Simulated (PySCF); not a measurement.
**Working with the constants of GaCl**

RHF-CCSD(T) constants of GaCl, ¹Σ⁺ (singlet), closed shell (Ga pcseg-1, Cl pcseg-1; no relativity (PySCF 2.14); masses 68.9256 and 34.9689 u):

* ωe: 355.8 cm⁻¹
* ωexe: 1.25 cm⁻¹
* Be: 0.14408 cm⁻¹
* αe: 0.000772 cm⁻¹
* D (centrifugal): 9.45e-08 cm⁻¹
* De to Ga + Cl: 4.42 eV

(1) Give the vibrational terms G(v) and spacings up to v = 6.

(2) How well does the Morse estimate ωe²/(4ωexe) reproduce De, and what is D0?

Correlated steps freeze 14 core orbitals. Correlated levels converge slowly with the basis: in double zeta they bind strong bonds too weakly, by up to about 1 eV, and carry superposition errors of some tenths. Where the molecule has an RHF reference, its open-shell atoms are computed with UHF.

Results:

(1) G(v) = ωe(v+½) − ωexe(v+½)².

```
v  G(v) (cm⁻¹)  G(v) − G(v−1)  Bv (cm⁻¹)
0        177.6                    0.1437
1        530.9          353.3     0.1429
2        881.7          350.8     0.1422
3       1230.0          348.3     0.1414
4       1575.8          345.8     0.1406
5       1919.1          343.3     0.1398
6       2259.9          340.8     0.1391
```

(2) It gives 3.14 eV, 71 % of the computed De. D0 = De − G(0) = 4.42 − 0.02 = 4.40 eV.
